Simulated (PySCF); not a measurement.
# CaF2: one-bond stretch

Level of theory: PySCF, PBE, basis Ca def2-TZVP, F def2-TZVP (no relativity, density fitting).

Rigid scan from the singlet minimum (Ca–F 2.000 Å (×2); F–Ca–F 139.3°). Coordinate: the bond from Ca to the last atom (F) scaled, the rest fixed. Energies in kJ/mol from the minimum.

(1) Predict the curve at 0.92, 0.96, 1.00, 1.05, 1.12, 1.20, 1.35, 1.55, 1.80, 2.20.

Answers

(1) 
```tsv
scale of one bond	E (kJ/mol)	dipole size (D)
0.92	23.0	4.51
0.96	5.1	4.56
1.00	0.0	4.66
1.05	6.1	4.84
1.12	28.6	5.17
1.20	64.5	5.60
1.35	139.3	6.52
1.55	230.4	–
1.80	318.6	–
2.20	406.7	–
```

Other isomers or separated fragments may lie lower.
